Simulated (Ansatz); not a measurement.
Consider the formal loss of a carbene: `C[NH][InH][OH]` → `[CH2]` (triplet) + `[NH2][InH][OH]`.

Gas-phase electronic energies from Ansatz, PBE0-D4/def2-TZVP geometries. CCSD(T)/CBS adds triple-zeta CCSD(T) − MP2 to the extrapolated MP2 energy (def2 sets, frozen cores). This one scheme is used for every species. DFT in def2-TZVPP. Triplets are unrestricted, without spin–orbit coupling. Elements past krypton have def2 core potentials. For In outer-core shells are correlated without core-valence functions, which leaves a few kJ/mol of doubt a bond. One conformer a species, not always the lowest.

| level | ΔE (kJ/mol) | difference from CCSD(T)/CBS |
| --- | --- | --- |
| PBE-D4 | 399.7 | 8.3 |
| ωB97X-V | 403.6 | 12.2 |
| B2PLYP | 382.9 | -8.5 |
| PBE | 393.5 | 2.1 |
| r2SCAN | 366.6 | -24.8 |
| SCS-MP2/def2-TZVPP | 394.4 | 3.0 |
| MP2/def2-QZVPP | 397.3 | 5.9 |
| SCS-MP2/def2-QZVPP | 401.3 | 9.9 |
| HF/CBS(def2) | 246.8 | -144.6 |
| CCSD/CBS(def2) | 380.1 | -11.3 |
| CCSD(T)/CBS | 391.4 | 0 |

Largest T1 diagnostic among the species: 0.016.

The D4 term adds +9.9 kJ/mol with B3LYP and +5.3 kJ/mol with PBE0; it sums over pairs of atoms, weighted by their polarisabilities, and B3LYP, whose exchange is more repulsive, gets the larger term. In def2-TZVPP, CCSD(T) changes the Hartree–Fock value by +134.7 kJ/mol (the triples alone add +11.3 kJ/mol) and MP2 by +144.8 kJ/mol.

B3LYP here is the variant with VWN-RPA as its local correlation; programs differ in this.
